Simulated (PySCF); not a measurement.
## NMR parameters from quadrupole coupling constants

Compound: CH6OSSi.
Z-matrix (Å and degrees, GFN2-xTB geometry), rows numbered from 1:
```
C 
Si  1  1.8889
O   2  1.6181  1  107.21
S   2  2.1664  1  111.48  3   116.63
H   1  1.0848  2  110.05  3    52.19
H   1  1.0858  2  111.47  3   171.73
H   1  1.0868  2  111.66  3   -67.50
H   2  1.4597  1  113.75  3  -123.13
H   3  0.9537  2  122.40  1   151.87
H   4  1.3210  2   96.57  1    55.51
```

Computed at PBE0/pcSseg-1 (PySCF, non-relativistic):

```tsv
atom	environment	nucleus	spin I	Q (b)	CQ = χzz (MHz)	η
O3	silanol oxygen	17O	5/2	-0.0256	-9.184	0.499
S4	sulfur bonded to Si and H	33S	3/2	-0.0678	33.389	0.817
```

Problem. Recover the principal values of the field gradient from CQ = 234.96 MHz × Q × Vzz, η = (Vxx − Vyy)/Vzz and a zero trace.

Solution. The tensor is traceless, so η fixes the two smaller values:

| atom | Vxx (au) | Vyy (au) | Vzz (au) | Vzz (10²¹ V/m²) |
| --- | --- | --- | --- | --- |
| O3 | -0.383 | -1.144 | 1.527 | 14.84 |
| S4 | 0.191 | 1.905 | -2.096 | -20.37 |

Problem. At 18.8 T, set νQ = 3|CQ|/[2I(2I − 1)] beside the Larmor frequency (|g| × 7.62259 MHz/T × B; g(17O) = −0.75752, g(33S) = 0.42921), and give PQ = |CQ|√(1 + η²/3).

Solution. 
| atom | PQ (MHz) | νQ (MHz) | ν0 (MHz) | νQ/ν0 |
| --- | --- | --- | --- | --- |
| O3 | 9.558 | 1.378 | 108.56 | 0.013 |
| S4 | 36.92 | 16.69 | 61.51 | 0.271 |

For O3: PQ = 9.184 × 1.0407, νQ = 9.184 × 0.1500, ν0 = 5.7742 MHz/T × 18.8 T.

Problem. Second-order quadrupolar shift of the central transition's centre of gravity (half-integer spins, νQ < ν0/10) at 18.8, 23.5 and 28.2 T.

Solution. δ = −(3/40)(PQ/ν0)² [I(I + 1) − 3/4]/[I²(2I − 1)²], in ppm:

| site | 18.8 T | 23.5 T | 28.2 T |
| --- | --- | --- | --- |
| 17O at O3 | -46.5 | -29.8 | -20.7 |

Problem. Take a correlation time of 1.5 ps, isotropic tumbling and extreme narrowing. What quadrupolar relaxation rates and linewidths follow?

Solution. Rate = (3π²/10) PQ² τc (2I + 3)/[I²(2I − 1)], the same for T1 and T2; width = rate/π.

| site | spin factor (2I + 3)/[I²(2I − 1)] | 1/T1 (s⁻¹) | T1 (ms) | linewidth (Hz) |
| --- | --- | --- | --- | --- |
| 17O at O3 | 0.320 | 130 | 7.7 | 41.3 |
| 33S at S4 | 1.333 | 8070 | 0.124 | 2570 |

The couplings are those of the rigid, isolated species; surroundings and motion change them. GFN2-xTB bond lengths can be off by several hundredths of an ångström, more for odd bonds, and the gradients follow them. The small basis limits the accuracy of the gradients.

One conformer stands for the species.
